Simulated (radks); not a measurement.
The numbers below are computed, except where a source is named.
Charge is removed step by step from the 2s1/2 level of the fluorine ion F2+, starting from [He] 2s2 2p3. Level of theory: Dirac Kohn-Sham, PBE, spin-unpolarised, spherical densities, point nucleus; open shells fill j = l - 1/2 first (a radial shooting solver on a logarithmic mesh with Libxc functionals).

removed (e) = 0: E - E(0) (eV) 0.000; eigenvalue (eV) -67.978; E minus straight line (eV) 0.000
removed (e) = 0.25: E - E(0) (eV) 17.679; eigenvalue (eV) -73.469; E minus straight line (eV) -2.105
removed (e) = 0.5: E - E(0) (eV) 36.743; eigenvalue (eV) -79.067; E minus straight line (eV) -2.824
removed (e) = 0.75: E - E(0) (eV) 57.221; eigenvalue (eV) -84.767; E minus straight line (eV) -2.131
removed (e) = 1: E - E(0) (eV) 79.135; eigenvalue (eV) -90.563; E minus straight line (eV) 0.000

Removing the whole electron costs 79.135 eV by Delta-SCF, against 67.978 eV from minus the eigenvalue at the starting occupation. Slater's transition state (half an electron removed) gives 79.067 eV. Integrating minus the eigenvalue over the occupation (Janak's theorem) gives 79.135 eV. The mean slope of the eigenvalue, de/dn, is 22.6 eV per electron.
